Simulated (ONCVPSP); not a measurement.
What one change does to a pseudopotential (neodymium, ONCV)

neodymium, optimised norm-conserving Vanderbilt (ONCV), made with ONCVPSP 4.0.1 (LDA (Perdew-Wang 92), scalar-relativistic). Core [Kr] 4d10 4f3, reference 5s2 5p6 5d1 6s2. Waves: 5s+6s: rc 2.25 bohr, ncon 3, nbas 7, qcut 6.9 1/bohr, 3 projectors, debl 2.8 Ha; 5p: rc 2.05 bohr, ncon 4, nbas 8, qcut 7 1/bohr, 1 projector; 5d: rc 3.40 bohr, ncon 4, nbas 9, qcut 4.8 1/bohr, 2 projectors, debl 2.9 Ha. Local part: polynomial inside 1.50 bohr (lpopt 5, dvloc0 -1 Ha). Core correction: none.

All-electron outer shells of the reference configuration (LDA (PZ), scalar-relativistic, ld1.x):

```json
{"shell": "5s", "level (eV)": "-43.83", "outermost node (bohr)": "0.72", "outermost maximum (bohr)": "1.31"}
{"shell": "5p", "level (eV)": "-24.75", "outermost node (bohr)": "0.77", "outermost maximum (bohr)": "1.46"}
{"shell": "4f", "level (eV)": "-7.12", "outermost node (bohr)": "–", "outermost maximum (bohr)": "0.65"}
{"shell": "6s", "level (eV)": "-4.01", "outermost node (bohr)": "1.73", "outermost maximum (bohr)": "3.55"}
{"shell": "5d", "level (eV)": "-3.06", "outermost node (bohr)": "0.87", "outermost maximum (bohr)": "2.10"}
```

Change: core correction Teter function, fcfact 5.25, rcfact 1.8.

Cutoffs: the cutoffs (Ha) at which the residual kinetic energy of the hardest occupied pseudo-wave falls to 1 and 0.1 mHa per electron; they do not see the model core or the augmentation charge, which bear on the density cutoff. Errors are all-electron minus pseudo energies relative to the spin-unpolarised reference configuration.

Task: Predict the effect on cutoff, ghosts and configuration errors.

Result: The potential gets neither clearly harder nor softer (15 Ha and 19 Ha → 15 Ha and 19 Ha); of the 4 tests that both files solve, the error grows in 4 and shrinks in 0 by more than 15 % and 0.3 meV (median size 1.0 → 6.7 meV); neither file shows a bound ghost. A model core, the more so a compact one, raises the density cutoff, which this test does not measure.

```csv
quantity,base,changed
"cutoff, loose",15 Ha,15 Ha
"cutoff, tight",19 Ha,19 Ha
bound ghosts,none,none
GHOST(+) flags under 300 eV,s at 87.8 eV,s at 87.8 eV
"error for 5s2 5p6 5d1 6s1, meV [ΔE 6.46 eV]",-0.9,-2.1
"error for 5s2 5p6 5d1 6s0, meV [ΔE 18.16 eV]",+0.6,-9.3
"error for 5s2 5p6 5d0 6s0, meV [ΔE 37.83 eV]",-31,-106
"error for 5s2 5p6 5d1.5 6s1.5, meV [ΔE 0.53 eV]",-1.0,-4.1
s: phases at 2.28 bohr within 0.05 rad from the reference energy up to (Ha; the scan ends near 5),to the end of the scan,to the end of the scan
p: phases at 2.09 bohr within 0.05 rad from the reference energy up to (Ha; the scan ends near 5),0.6,0.6
d: phases at 3.45 bohr within 0.05 rad from the reference energy up to (Ha; the scan ends near 5),to the end of the scan,to the end of the scan
```
